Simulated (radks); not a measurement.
Values are calculated unless marked as measured or tabulated.
Isoelectronic series with 56 electrons, all held in the configuration [Xe] 6s2, which need not be the ground one along the series. Level of theory: scalar-relativistic Kohn-Sham, PBE, spin-polarised, spherical densities, point nucleus (a radial shooting solver on a logarithmic mesh with Libxc functionals). Total energies (hartree) and mean radii <r> (bohr):

ion    E (hartree)     6s      5p      5s      4d
Ba      -8135.5648  4.790   1.920   1.639  0.8004
La+     -8493.0507  3.921   1.781   1.548  0.7674
Ce2+    -8859.4258  3.415   1.666   1.469  0.7373
Pr3+    -9234.7252  3.065   1.568   1.397  0.7097
Nd4+    -9618.9928  2.801   1.483   1.334  0.6841
Pm5+   -10012.2785  2.590   1.408   1.276  0.6605
Sm6+   -10414.6366  2.416   1.342   1.223  0.6385
Eu7+   -10826.1254  2.270   1.283   1.175  0.6181
Gd8+   -11246.8065  2.143   1.230   1.131  0.5990
Tb9+   -11676.7452  2.032   1.181   1.091  0.5811
Dy10+  -12116.0096  1.934   1.137   1.053  0.5642
Ho11+  -12564.6713  1.847   1.096   1.018  0.5484
Er12+  -13022.8047  1.768   1.058  0.9852  0.5335
Tm13+  -13490.4877  1.696   1.023  0.9546  0.5193
Yb14+  -13967.8013  1.631  0.9908  0.9259  0.5060
Lu15+  -14454.8296  1.570  0.9605  0.8990  0.4933
Hf16+  -14951.6604  1.515  0.9320  0.8735  0.4813
Ta17+  -15458.3848  1.463  0.9053  0.8494  0.4698
W18+   -15975.0977  1.416  0.8802  0.8267  0.4589
Re19+  -16501.8975  1.371  0.8565  0.8051  0.4485
Os20+  -17038.8867  1.329  0.8341  0.7845  0.4386
Ir21+  -17586.1720  1.290  0.8129  0.7650  0.4291
